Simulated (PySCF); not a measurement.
## Vertical excitation energies

Compound: Si₅H₁₂.
Atom-mapped SMILES: `[SiH3:1][SiH2:2][SiH2:3][SiH2:4][SiH3:5]` (hydrogens: H6, H7, H8 on Si1; H9, H10 on Si2; H11, H12 on Si3; H13, H14 on Si4; H15, H16, H17 on Si5)

Level of theory: PySCF 2.14.0, density-fitted response routines, TDDFT B3LYP/def2-SVPD, vertical, gas phase, core orbitals frozen in the response. Isolated species at its PBE0-D3(BJ)/def2-SVP geometry (one conformer only). Torsions of this conformer, `[SiH3:1][SiH2:2][SiH2:3][SiH2:4][SiH3:5]`: Si1–Si2–Si3–Si4 87°, Si2–Si3–Si4–Si5 -49°.

```csv
state,E (eV),E (hartree),f,|μ| (D),"main configurations (H = HOMO, L = LUMO)"
S1,6.06,0.2228,0.016,0.83,H→L (94%)
S2,6.31,0.2320,0.116,2.20,"H→L+1 (75%), H→L+2 (9%)"
S3,6.44,0.2366,0.0012,0.23,"H-1→L (72%), H→L+2 (16%)"
S4,6.54,0.2404,0.038,1.24,"H→L+2 (55%), H→L+3 (20%)"
S5,6.59,0.2421,0.0078,0.56,"H→L+3 (44%), H-1→L+1 (19%), H→L+4 (12%)"
S6,6.66,0.2449,0.058,1.52,"H→L+4 (56%), H→L+3 (8%)"
S7,6.69,0.2459,0.029,1.08,"H-1→L+1 (64%), H→L+4 (19%)"
S8,6.80,0.2499,0.173,2.59,"H-1→L+2 (56%), H-1→L+3 (16%)"
S9,6.85,0.2518,0.045,1.31,"H-2→L (70%), H→L+5 (9%)"
S10,6.92,0.2542,0.092,1.87,"H-1→L+3 (57%), H-1→L+2 (13%), H-2→L (9%)"
```

Triplets (Tamm–Dancoff): T1 5.54 eV, H→L (91%); T2 5.69 eV, H→L+1 (82%), H-1→L (8%); T3 5.79 eV, H-1→L (55%), H→L+2 (16%), H→L+1 (9%); T4 6.02 eV, H→L+2 (71%), H-1→L (15%).

The lowest singlet comes at 204 nm (585 kJ/mol) in the ultraviolet; it is weak; its leading configuration is HOMO→LUMO (94%). The most intense listed level is S8 at 6.80 eV (182 nm, f = 0.173), 0.74 eV above S1. Löwdin shares by element: HOMO silicon 78% or more (atoms not listed hold the other 22%); LUMO silicon 57% or more (atoms not listed hold the other 43%). The listed states span 0.85 eV, and the widest gap between neighbours is 0.25 eV (S1 to S2). The oscillator strengths of these states sum to 0.577; summed over the whole spectrum of an exact calculation they would give the number of electrons, 82 (Thomas–Reiche–Kuhn). Of the 10 states listed, 8 reach f = 0.01 and none stays under 0.0005. No computed singlet lies in the visible range (380 to 750 nm); the lowest, at 204 nm, stands 2.80 eV above its violet end (3.26 eV). All these states lie below the vertical ionisation energy of 9.33 eV (ΔSCF). Singlets were solved by full linear response, triplets in the Tamm–Dancoff approximation.

Time: 4.9 min. Hardware: one thread of an x86-64 server, no GPU (shared host).
